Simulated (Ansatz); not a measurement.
Consider the ligand exchange at the Hf–Cl bond: `[NH2][Hf]([NH2])([F])[Cl]` + NH₃ → `[NH2][Hf]([NH2])([NH2])[F]` + HCl.

Gas-phase electronic energies from Ansatz, PBE0-D4/def2-TZVP geometries. CCSD(T)/CBS is the MP2 limit (def2-TZVPP, def2-QZVPP) plus CCSD(T) − MP2 in def2-TZVPP, frozen cores. This one scheme is used for every species. Functionals use def2-TZVPP. Elements past krypton have def2 core potentials. For Hf outer-core shells are correlated without core-valence functions, which leaves a few kJ/mol of doubt a bond. One conformer a species, not always the lowest.

| level | ΔE (kJ/mol) |
| --- | --- |
| revPBE-D4 | 106.4 |
| r2SCANh-D4 | 113.5 |
| CAM-B3LYP-D4 | 106.2 |
| B2PLYP | 109.0 |
| PBE | 107.4 |
| revPBE | 109.0 |
| MP2/def2-QZVPP | 108.6 |
| SCS-MP2/def2-QZVPP | 107.3 |

(1) What does CCSD(T)/CBS give? (An estimate is asked.)

Largest T1 diagnostic among the species: 0.015.

Answers

(1) The calculation gave: +106.2 kJ/mol. The listed levels differ from it by 0.2, 7.3, 0.0, 2.8, 1.2, 2.8, 2.4, 1.1 kJ/mol.

From PBE to PBE0 (25 % exact exchange), in def2-TZVPP and without D4, ΔE moves by +4.0 kJ/mol. Leaving LDA and LC-ωPBE aside and taking each functional with its dispersion term where it has one, the values, not all of them listed here, spread over 12.4 kJ/mol, from BLYP-D4 to B97M-V. LDA lies −5.4 kJ/mol from PBE without D4. In def2-TZVPP, CCSD(T) changes the Hartree–Fock value by −15.0 kJ/mol (the triples alone add −0.1 kJ/mol) and MP2 by −12.0 kJ/mol.
